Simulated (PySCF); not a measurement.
Dipole moment and polarisability of `CC/C=C\C=N\C`

Compound: C₆H₁₁N.
Atom-mapped SMILES: `[CH3:1][CH2:2]/[CH:3]=[CH:4]\[CH:5]=[N:6]\[CH3:7]` (hydrogens: H8, H9, H10 on C1; H11, H12 on C2; H13 on C3; H14 on C4; H15 on C5; H16, H17, H18 on C7)

Cartesian coordinates in Å at the GFN2-xTB level; atoms count from 1:
```
atom  x, y, z in Å
C1    -2.770    0.510    0.467
C2    -1.725   -0.590    0.275
C3    -1.181   -0.562   -1.116
C4     0.077   -0.339   -1.501
C5     1.208   -0.077   -0.642
N6     2.351    0.117   -1.143
C7     3.470    0.384   -0.304
H8    -3.196    0.458    1.466
H9    -2.316    1.489    0.333
H10   -3.575    0.403   -0.258
H11   -2.200   -1.562    0.441
H12   -0.933   -0.473    1.014
H13   -1.929   -0.729   -1.882
H14    0.323   -0.342   -2.554
H15    1.039   -0.048    0.445
H16    4.226   -0.383   -0.485
H17    3.900    1.343   -0.600
H18    3.224    0.408    0.769
```

Level: wB97X-D/def2-SVPD (PySCF), static field, nuclei fixed, core orbitals frozen in the response. The polarisability tensor in these axes (au):

```
x   129.19   8.19  -6.73
y     8.19  63.36   1.10
z    -6.73   1.10  74.67
```

Question: Give the principal values, the mean and the anisotropy Δα = √{½[(α1 − α2)² + (α2 − α3)² + (α1 − α3)²]}.

Answer: Principal values 62.05, 74.22 and 130.95 au; mean 89.07 au = 13.20 Å³ = 14.69 × 10⁻⁴⁰ C²·m²/J; Δα = 63.70 au (72 % of the mean).

Question: What is the dipole moment, and where does it point?

Answer: (-1.17, -0.08, 1.65) D, 2.03 D in size, pointing from the negative to the positive side. Measured along this direction, the outermost atoms are H16 and H17 at the negative end and H8 at the positive end.

Question: Give the eigenvalues of the traceless quadrupole moment Θ = ½Σq(3rr − r²1), origin at the centre of nuclear charge.

Answer: -4.72, -2.60, 7.33 D·Å. The values depend on the origin, since the dipole doesn't vanish. The electronic extent ⟨r²⟩ about the same centre is 1259 bohr², a root-mean-square distance of 2.56 Å for the 54 electrons.

Question: Refractivity n − 1 of an ideal gas of it at 500 K and 1 atm, from the electronic α?

Answer: N = p/kT = 1.4678 × 10¹⁹ cm⁻³, so n − 1 = 2π × N × 13.20 × 10⁻²⁴ cm³ = 1217 × 10⁻⁶ at long wavelengths.

Question: What depolarisation ratio follows for Rayleigh scattering of linearly polarised light, taking the static tensor?

Answer: ρ = 3Δα²/(45ᾱ² + 4Δα²) = 12171.2/(357040 + 16228.3) = 0.0326.

Question: Find the Langevin capture rate constant for NO+ (29.998 u) meeting this molecule (97.089 u), k = 2.342 × 10⁻⁹ cm³/s × √(α in Å³ / reduced mass in u).

Answer: The reduced mass is 22.92 u, so k = 1.78 × 10⁻⁹ cm³/s. The formula leaves out the permanent dipole, which adds to the capture rate.

Geometry: GFN2-xTB, one conformer, isolated molecule.

The run behind these numbers computed excited states as well. On one thread, Arm Neoverse V1, no GPU, on a shared host, this took 86 s.
